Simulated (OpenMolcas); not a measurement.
Pm3+ with its 6 nearest oxide ions at 2.369 Å, on the Ca site of CaO (a = 4.8105 Å, distance in the model lattice 2.405 Å). The rest of the host is ab initio model potentials to 7.6 Å, with orthogonalisation functions on the cations behind the ligands, and point charges beyond; the distance is set by hand and nothing relaxes, and no local charge compensation is placed. Ligand basis ANO-RCC-VDZP.
```
Pm    0.0000    0.0000    0.0000
O     2.3690    0.0000    0.0000
O     0.0000    2.3690    0.0000
O    -2.3690    0.0000    0.0000
O     0.0000   -2.3690    0.0000
O     0.0000    0.0000    2.3690
O     0.0000    0.0000   -2.3690
```

```
Program             : OpenMolcas 26.06
Method              : CASSCF
Basis               : ANO-RCC-VDZP [7s6p4d2f1g]
Scalar Hamiltonian  : DKH2, point nucleus
Active space        : 4 electrons in 7 orbitals (4f)
State averaging     : 2S+1 = 5 even, 35 roots (32 in the spin-orbit step); 2S+1 = 3 even, 117 roots kept (CI in the orbitals of an earlier block, 106 in the spin-orbit step); 2S+1 = 1 even, 75 roots kept (CI in the orbitals of an earlier block, 31 in the spin-orbit step)
Spin-orbit coupling : state interaction with AMFI integrals over the reference wave functions
```

(1) What is the spin-free ground state (labels of O, the rotations of Oh)?

(2) Where is the first state of the same spin?

(3) What are the lowest two levels with spin-orbit coupling?

(4) What is χT at 300 K, and how does it compare with the textbook value?

## Answers

(1) 5A1, 1-fold in its orbital part, 100 % from free-ion I terms; it has the highest spin that f4 allows.

(2) 5T2 at 44.4 cm-1 above the ground state.

(3) A 3-fold level T2, then a 2-fold level E 396.2 cm-1 above it. Their leading multiplicities are 5 (98 %) and 5 (98 %).

(4) Hund's rules give f4 the level 5I4 with g = 0.600, so an isolated free-ion multiplet has χT = g² J(J+1) / 8 = 0.900 cm3 K/mol. The computed 0.857 at 300 K differs by -5 %, through the field's splitting, the mixing of terms and any other multiplet in reach.

High states are left out of the spin-orbit mixing, which shifts the levels that they would mix with. Without dynamic correlation the ligand-field splitting of an f shell can come out too small, at times by half. The first state left out of the spin-orbit step lies near 39000 cm-1 above the lowest spin-free state of the reference (among the parities and spins computed), and the lists stop at four fifths of that energy or lower. No measured value stands beside these numbers; the geometry was set by hand and not optimised.
